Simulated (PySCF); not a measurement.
Basis-set dependence of excited states

Compound: Cu₂ (singlet state).
Cartesian coordinates in Å at the PBE0-D3(BJ)/def2-SVP level; atoms count from 1:
```
atom  x, y, z in Å
Cu1    1.1402   -0.0829    0.0060
Cu2   -1.0904   -0.0048   -0.0282
```

TDDFT with PBE0 (PySCF), vertical singlets, core orbitals frozen in the response, spherical d and f functions. Isolated species at its PBE0-D3(BJ)/def2-SVP geometry, gas phase.

```csv
basis,functions,diffuse,S1 (eV),S2 (eV),S3 (eV),S4 (eV),S5 (eV),LUMO (eV),α (au)
def2-SVP,62,no,2.31,2.34,2.34,2.56,2.56,-1.75,61.9
def2-SVPD,68,yes,2.39,2.45,2.45,2.65,2.65,-1.83,82.5
def2-TZVP,90,no,2.84,2.91,2.91,3.01,3.16,-2.08,59.9
def2-TZVPD,96,yes,2.83,2.90,2.90,2.99,3.15,-2.09,76.2
aug-cc-pVDZ,118,yes,2.73,2.80,2.80,2.95,3.06,-2.09,78.5
aug-cc-pVTZ,186,yes,2.79,2.87,2.87,2.97,3.14,-2.07,78.9
```

Question: Compare the sets with the largest diffuse one.

Answer: States are compared by their number. Against the largest diffuse basis here (aug-cc-pVTZ, itself not a converged limit), sets without diffuse functions differ by up to 0.49 eV in S1 and 0.57 eV in S5; the smaller diffuse sets differ by up to 0.40 and 0.48 eV. State by state, the largest deviation of a set without diffuse functions is S1 0.49, S2 0.53, S3 0.53, S4 0.41, S5 0.57 eV. The same number needn't mean the same state in each row. Against aug-cc-pVTZ the polarisability deviates by -22% in def2-SVP, +5% in def2-SVPD, -24% in def2-TZVP, -3% in def2-TZVPD, -1% in aug-cc-pVDZ.
